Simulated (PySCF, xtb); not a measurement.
ZrOCl₂, SMILES [O]=[Zr]([Cl])[Cl], multiplicity 1.

Harmonic wavenumbers (cm⁻¹) from GFN2-xTB (xtb) at its own minimum, in rising order: 98, 138, 157, 370, 394, 870.

**Question.** What does B3LYP-D3(BJ)/def2-SVP run with PySCF give at its own minimum? (The exact figures need the calculation; the answer reports its results.)

**Answer.** 53, 105, 190, 365, 420, 977. Paired by order, the mean absolute difference is 42 cm⁻¹ and the zero-point energies are 2.9 and 3.0 kcal/mol.
